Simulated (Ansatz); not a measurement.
`C[SiH](C)Br` at its PBE0-D4/def2-TZVP geometry, where that method's forces vanish. Total charge 0; spin multiplicity 1.

```xyz
11

C     0.9735    1.1201   -0.5759
Si   -0.3740    0.3373    0.4398
C    -0.4406   -1.5108    0.2395
Br   -2.3371    1.1880   -0.2201
H     0.8434    0.8880   -1.6353
H     1.9502    0.7440   -0.2575
H     0.9687    2.2054   -0.4594
H    -0.2324    0.7051    1.8719
H    -0.5905   -1.7810   -0.8081
H     0.4970   -1.9593    0.5810
H    -1.2581   -1.9368    0.8240
```

(1) What forces (eV/Å) does ωB97M-V/def2-TZVPP give on these atoms in Ansatz 0.2.0? (An estimate is asked.)

Results:

(1) Ansatz gave: 
```
C1   0.012  0.003 -0.006
Si2  0.048  0.019  0.144
C3   0.003 -0.013 -0.001
Br4  0.011 -0.008 -0.007
H5   0.008  0.016  0.070
H6  -0.066  0.029 -0.027
H7   0.000 -0.076 -0.009
H8  -0.015 -0.043 -0.164
H9   0.009  0.018  0.069
H10 -0.068  0.026 -0.027
H11  0.057  0.029 -0.042
```
